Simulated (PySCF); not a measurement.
## N²⁺: excitation energy

N²⁺ [He] 2s2 2p1 (2P) → N²⁺ [He] 2s1 2p1 3s1 (4P), as a difference of total energies. Calculation: PySCF 2.14, in dyall-acv3z; the spin-free X2C one-electron Hamiltonian (Gaussian nucleus). Correlated levels: valence: 1s2 frozen; virtual orbitals above 40 to 60 times the deepest correlated orbital energy dropped. The calculations carry no spin-orbit coupling.

```tsv
method	excitation energy (eV)
UHF	33.612
MP2 (valence)	34.980
SCS-MP2 (valence)	35.375
CCSD (valence)	35.540
CCSD(T) (valence)	35.567
```

Task: How much does correlation contribute at CCSD(T) (valence)?

Result: 35.567 − (33.612) = 1.955 eV, measured against UHF.

The promoted electron is Rydberg-like, and one or two diffuse shells describe it only roughly, which tends to raise the upper state.
